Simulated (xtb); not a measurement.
C2H4NO (SMILES CC([NH-])=O), charge -1, singlet, from a rough starting geometry; GFN2-xTB (xtb 6.7.1).

The xtb input:
```
$ xtb mol.xyz --gfn 2 --chrg -1 --opt vtight --json

# file mol.xyz
8

O      0.87838353     1.55635761     0.00019779
C      0.50706679     0.37404726     0.00137220
N      1.37288188    -0.71648208    -0.08585416
C     -0.92305685    -0.11792596    -0.01694232
H     -1.54250036     0.74155604    -0.18155351
H     -1.15046907    -0.85312738    -0.80371962
H     -1.23699092    -0.50967105     1.00648346
H      2.37967992    -0.46302634     0.11832527
```

It wrote (shortened):

```
   ID    Z sym.   atoms
    1    8 O      1
    2    6 C      2, 4
    3    7 N      3
    4    1 H      5-8

           -------------------------------------------------
          |                Calculation Setup                |
           -------------------------------------------------

           -------------------------------------------------
          |                 G F N 2 - x T B                 |
           -------------------------------------------------

          ...................................................
          :                      SETUP                      :
          :.................................................:
          :  # basis functions                  20          :
          :  # atomic orbitals                  20          :
          :  # shells                           12          :
          :  # electrons                        24          :
          :  max. iterations                   250          :
          :  Hamiltonian                  GFN2-xTB          :
          :  restarted?                      false          :
          :  GBSA solvation                  false          :
          :  PC potential                    false          :
          :  electronic temp.          300.0000000     K    :
          :  accuracy                    1.0000000          :
          :  -> integral cutoff          0.2500000E+02      :
          :  -> integral neglect         0.1000000E-07      :
          :  -> SCF convergence          0.1000000E-05 Eh   :
          :  -> wf. convergence          0.1000000E-03 e    :
          :  Broyden damping             0.4000000          :
          :  net charge                         -1          :
          :  unpaired electrons                  0          :
          ...................................................

 iter      E             dE          RMSdq      gap      omega  full diag
   1    -13.5561451 -0.135561E+02  0.475E+00    4.70       0.0  T
   2    -13.5951347 -0.389895E-01  0.221E+00    4.02       1.0  T
   3    -13.5957144 -0.579782E-03  0.139E+00    4.46       1.0  T
   4    -13.5989753 -0.326084E-02  0.476E-01    4.11       1.0  T
   5    -13.5996550 -0.679700E-03  0.975E-02    4.19       1.0  T
   6    -13.5996553 -0.299642E-06  0.441E-02    4.19       1.0  T
   7    -13.5996606 -0.529374E-05  0.999E-03    4.19       3.5  T
   8    -13.5996608 -0.217761E-06  0.549E-03    4.19       6.4  T
   9    -13.5996609 -0.120179E-06  0.855E-04    4.19      41.4  T
  10    -13.5996609 -0.967482E-09  0.176E-04    4.19     201.4  T

   *** convergence criteria satisfied after 10 iterations ***

         :::::::::::::::::::::::::::::::::::::::::::::::::::::
         ::                     SUMMARY                     ::
         :::::::::::::::::::::::::::::::::::::::::::::::::::::
         :: total energy             -13.479779160464 Eh    ::
         :: gradient norm              0.133877329191 Eh/a0 ::
         :: HOMO-LUMO gap              4.186496252184 eV    ::
         ::.................................................::
         :: SCC energy               -13.599660289949 Eh    ::
         :: -> isotropic ES            0.195665818694 Eh    ::
         :: -> anisotropic ES          0.005741068767 Eh    ::
         :: -> anisotropic XC          0.005434697774 Eh    ::
         :: -> dispersion             -0.003828389297 Eh    ::
         :: repulsion energy           0.119881129485 Eh    ::
         :: add. restraining           0.000000000000 Eh    ::
         :: total charge              -1.000000000000 e     ::
         :::::::::::::::::::::::::::::::::::::::::::::::::::::

      -----------------------------------------------------------
     |                   =====================                   |
     |                        A N C O P T                        |
     |                   =====================                   |
     |               Approximate Normal Coordinate               |
     |                Rational Function Optimizer                |
      -----------------------------------------------------------
      -----------------------------------------------------------
     |                   =====================                   |
     |                        A N C O P T                        |
     |                   =====================                   |
     |               Approximate Normal Coordinate               |
     |                Rational Function Optimizer                |
      -----------------------------------------------------------

          ...................................................
          :                      SETUP                      :
          :.................................................:
          :   optimization level         verytight          :
          :   max. optcycles                   200          :
          :   ANC micro-cycles                  20          :
          :   degrees of freedom                18          :
          :.................................................:
          :   RF solver                   davidson          :
          :   write xtbopt.log                true          :
          :   linear?                        false          :
          :   energy convergence         0.1000000E-06 Eh   :
          :   grad. convergence          0.2000000E-03 Eh/α :
          :   maxmium RF displ.          1.0000000          :
          :   Hlow (freq-cutoff)         0.1000000E-01      :
          :   Hmax (freq-cutoff)         5.0000000          :
          :   S6 in model hess.         20.0000000          :
          ...................................................

generating ANC from exact Hessian ...
Using Lindh-Hessian (1995)
 Shifting diagonal of input Hessian by    5.8500858354810364E-004
 Lowest  eigenvalues of input Hessian
    0.000000    0.000000    0.000000    0.000000    0.000000    0.000000
[...]
 * total energy  :   -13.4963338 Eh     change        0.6405906E-04 Eh
 * total energy  :   -13.4964872 Eh     change       -0.1534215E-03 Eh
 * total energy  :   -13.4965113 Eh     change       -0.2404732E-04 Eh
 * total energy  :   -13.4965398 Eh     change       -0.2852793E-04 Eh
 * total energy  :   -13.4965631 Eh     change       -0.2331428E-04 Eh
 * total energy  :   -13.4965862 Eh     change       -0.2307749E-04 Eh
 * total energy  :   -13.4966071 Eh     change       -0.2095485E-04 Eh
 * total energy  :   -13.4966117 Eh     change       -0.4577778E-05 Eh
 * total energy  :   -13.4966169 Eh     change       -0.5163639E-05 Eh
 * total energy  :   -13.4966171 Eh     change       -0.2655998E-06 Eh
 * total energy  :   -13.4966172 Eh     change       -0.1131067E-07 Eh
 * total energy  :   -13.4966176 Eh     change       -0.3913020E-06 Eh
 * total energy  :   -13.4966176 Eh     change       -0.6294184E-07 Eh
   *** GEOMETRY OPTIMIZATION CONVERGED AFTER 25 ITERATIONS ***
[...]
          :  net charge                         -1          :
          :  unpaired electrons                  0          :
          ...................................................

 iter      E             dE          RMSdq      gap      omega  full diag
   1    -13.6345274 -0.136345E+02  0.211E-05    5.15       0.0  T
   2    -13.6345274 -0.468958E-12  0.122E-05    5.15    2892.1  T
   3    -13.6345274 -0.266454E-13  0.662E-06    5.15    5339.1  T

   *** convergence criteria satisfied after 3 iterations ***

         :::::::::::::::::::::::::::::::::::::::::::::::::::::
         ::                     SUMMARY                     ::
         :::::::::::::::::::::::::::::::::::::::::::::::::::::
         :: total energy             -13.496617615308 Eh    ::
         :: gradient norm              0.000038024881 Eh/a0 ::
         :: HOMO-LUMO gap              5.152977767067 eV    ::
         ::.................................................::
         :: SCC energy               -13.634526826383 Eh    ::
         :: -> isotropic ES            0.198250832511 Eh    ::
         :: -> anisotropic ES          0.004235692688 Eh    ::
         :: -> anisotropic XC          0.004948844255 Eh    ::
         :: -> dispersion             -0.003835419099 Eh    ::
         :: repulsion energy           0.137909211076 Eh    ::
         :: add. restraining           0.000000000000 Eh    ::
         :: total charge              -1.000000000000 e     ::
         :::::::::::::::::::::::::::::::::::::::::::::::::::::

           -------------------------------------------------
          |                Property Printout                |
           -------------------------------------------------

    * Orbital Energies and Occupations

         #    Occupation            Energy/Eh            Energy/eV
      -------------------------------------------------------------
         1        2.0000           -0.4323216             -11.7641
         2        2.0000           -0.4072938             -11.0830
         3        2.0000           -0.3768907             -10.2557
         4        2.0000           -0.3227955              -8.7837
         5        2.0000           -0.3042361              -8.2787
         6        2.0000           -0.2988630              -8.1325
         7        2.0000           -0.2649200              -7.2088
         8        2.0000           -0.2488282              -6.7710
         9        2.0000           -0.2411581              -6.5622
        10        2.0000           -0.1552810              -4.2254
        11        2.0000           -0.1359269              -3.6988
        12        2.0000           -0.1310825              -3.5669 (HOMO)
        13                          0.0582859               1.5860 (LUMO)
        14                          0.2968766               8.0784
        15                          0.3489798               9.4962
        16                          0.3847515              10.4696
        17                          0.3960695              10.7776
        18                          0.4088082              11.1242
        19                          0.5854594              15.9312
        20                          0.8478218              23.0704
      -------------------------------------------------------------
                  HL-Gap            0.1893684 Eh            5.1530 eV
             Fermi-level           -0.0363983 Eh           -0.9904 eV

     #   Z          covCN         q      C6AA      α(0)
     1   8 O        0.857    -0.650    27.371     7.014
     2   6 C        2.738     0.270    22.435     7.755
     3   7 N        1.779    -0.546    35.856     8.868
     4   6 C        3.756    -0.106    22.576     6.775
     5   1 H        0.924    -0.011     3.250     2.819
     6   1 H        0.925    -0.001     3.079     2.744
     7   1 H        0.924    -0.011     3.253     2.820
     8   1 H        0.859     0.054     2.283     2.367

 Mol. C6AA /au·bohr⁶  :        756.672112
 Mol. C8AA /au·bohr⁸  :      15935.318061
 Mol. α(0) /au        :         41.163095

Wiberg/Mayer (AO) data.
largest (>0.10) Wiberg bond orders for each atom

 ---------------------------------------------------------------------------
     #   Z sym  total        # sym  WBO       # sym  WBO       # sym  WBO
 ---------------------------------------------------------------------------
     1   8 O    1.778 --     2 C    1.463     3 N    0.247
     2   6 C    3.959 --     3 N    1.558     1 O    1.463     4 C    0.933
     3   7 N    2.808 --     2 C    1.558     8 H    0.970     1 O    0.247
     4   6 C    3.979 --     6 H    0.992     5 H    0.985     7 H    0.985
                             2 C    0.933
     5   1 H    1.000 --     4 C    0.985
     6   1 H    1.000 --     4 C    0.992
     7   1 H    1.000 --     4 C    0.985
     8   1 H    0.997 --     3 N    0.970
 ---------------------------------------------------------------------------

Topologies differ in total number of bonds
Writing topology from bond orders to xtbtopo.mol

molecular dipole:
                 x           y           z       tot (Debye)
 q only:       -1.659      -0.935      -0.348
   full:       -1.745      -0.776      -0.280       4.905
molecular quadrupole (traceless):
                xx          xy          yy          xz          yz          zz
 q only:       -1.152      -1.557      -2.808      -0.488      -3.272       3.960
  q+dip:        0.790      -1.179      -4.813      -0.375      -4.295       4.024
   full:        0.691      -1.074      -5.079      -0.316      -4.607       4.388

optimized geometry written to: xtbopt.xyz

           -------------------------------------------------
          | TOTAL ENERGY              -13.496617615308 Eh   |
          | GRADIENT NORM               0.000038024881 Eh/α |
          | HOMO-LUMO GAP               5.152977767067 eV   |
           -------------------------------------------------

normal termination of xtb
```
